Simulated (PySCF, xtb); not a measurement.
C₃H₆BFO, SMILES FCB1CCO1. One conformer was computed; it need not be the lowest.

Harmonic wavenumbers (cm⁻¹) from xtb 6.7.1 with GFN2-xTB at its own minimum, in rising order: 62, 149, 165, 323, 396, 586, 663, 808, 840, 911, 1004, 1021, 1035, 1120, 1122, 1144, 1170, 1189, 1248, 1263, 1315, 1423, 1437, 1468, 2928, 2943, 2967, 2978, 3031, 3038.

Task: What does PBE0-D3(BJ)/def2-SVP run with PySCF give at its own minimum? (The exact figures need the calculation; the answer reports its results.)

Result: 59, 156, 161, 336, 424, 596, 649, 810, 843, 968, 978, 1009, 1086, 1119, 1168, 1194, 1200, 1246, 1268, 1354, 1406, 1434, 1456, 1509, 3032, 3077, 3081, 3113, 3145, 3178. Paired by order, the mean absolute difference is 48 cm⁻¹ and the zero-point energies are 56.8 and 58.7 kcal/mol.
